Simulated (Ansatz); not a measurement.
C2H7FOSi can be A, `FCOC[SiH3]`, or B, `OCC(F)[SiH3]`.

Computed with Ansatz on PBE0-D4/def2-TZVP structures; ΔE is electronic, products minus reactants. CCSD(T)/CBS adds triple-zeta CCSD(T) − MP2 to the extrapolated MP2 energy (def2 sets, frozen cores). Functionals use def2-TZVPP. B3LYP here is the variant with VWN-RPA as its local correlation; programs differ in this. Each species was taken in one conformer, which may not be the lowest.

A:

```xyz
12

F    -1.118   -0.594    1.498
C    -1.229   -1.233    0.271
O    -1.063   -0.355   -0.754
C     0.277    0.088   -0.956
Si    0.999    1.236    0.381
H    -2.240   -1.637    0.203
H    -0.469   -2.026    0.270
H     0.259    0.641   -1.898
H     0.937   -0.778   -1.110
H     0.010    2.275    0.757
H     2.184    1.889   -0.244
H     1.453    0.492    1.581
```

B:

Z-matrix (Å, degrees):
```
C
C 1 1.507
O 1 1.408 2 112.8
H 1 1.099 2 109.1 3 -124.2
H 1 1.093 2 108.9 3 118.3
Si 2 1.908 1 114.1 3 -49.3
F 2 1.406 1 108.3 3 70.7
H 2 1.097 1 109.1 3 -173.4
H 3 0.962 1 107.9 2 -61.2
H 6 1.486 2 108.4 1 -169.1
H 6 1.486 2 108.5 1 -50.6
H 6 1.482 2 110.6 1 71.0
```

(1) Which is lower in electronic energy at CCSD(T)/CBS, and by how much? (Best estimate.)

(2) Give E(B) − E(A) in kJ/mol with B3LYP, PBE-D4, CCSD(T)/def2-TZVPP, r2SCAN-D4, MP2/def2-TZVPP, ωB97M-V, HF/def2-TZVPP. (Estimate.)

Largest T1 diagnostic: 0.012.

Answers

(1) Computed: B, by 18.7 kJ/mol.

(2) The calculation gave: B3LYP -11.9, PBE-D4 -13.8, CCSD(T)/def2-TZVPP -14.8, r2SCAN-D4 -13.3, MP2/def2-TZVPP -16.7, ωB97M-V -16.0, HF/def2-TZVPP -9.8. None reverses the order clearly.

In def2-TZVPP, CCSD(T) changes the Hartree–Fock value by −5.0 kJ/mol (the triples alone add +0.6 kJ/mol) and MP2 by −7.0 kJ/mol.
